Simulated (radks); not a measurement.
Values are calculated unless marked as measured or tabulated.
Ca2+, 18 electrons, occupied as [Ar].

Code: a radial shooting solver on a logarithmic mesh with Libxc functionals. Model: Dirac Kohn-Sham, revPBE, spin-unpolarised, spherical densities, finite nucleus; Fermi nuclear charge, rms radius 3.4776 fm.

Energy parts (eV):
| part | energy |
|---|---|
| total | -18497.994 |
| kinetic | 18644.033 |
| electron-nucleus | -43676.325 |
| Hartree | 7508.731 |
| exchange-correlation | -974.433 |

Orbitals (lengths in bohr, moments of r in powers of bohr; <r^-3> diverges for s and p1/2; r(max) is where P^2 peaks):
orbital,occ.,eigenvalue (eV),<r^-3>,r(max),small-component weight
1s1/2,2,-3964.866,-,0.05027,5.11e-03
2s1/2,2,-429.8234,-,0.2999,8.58e-04
2p1/2,2,-352.5021,-,0.2453,8.35e-04
2p3/2,4,-348.8148,184.3,0.2474,8.28e-04
3s1/2,2,-62.2414,-,0.9936,1.66e-04
3p1/2,2,-43.2873,-,1.043,1.40e-04
3p3/2,4,-42.8995,19.51,1.049,1.38e-04

The highest occupied level is 3p3/2 at -42.900 eV. The density falls to 0.001 e/bohr^3 at r = 2.99 bohr. For comparison, the ionisation energy in NIST's Atomic Spectra Database is 50.913 eV (measured). In exact Kohn-Sham theory the highest level is minus the ionisation energy, but local and semilocal functionals leave it too shallow, through self-interaction and a potential that decays too fast; potentials with the right tail come closer. The electron density at the nucleus is 6165 e/bohr^3.
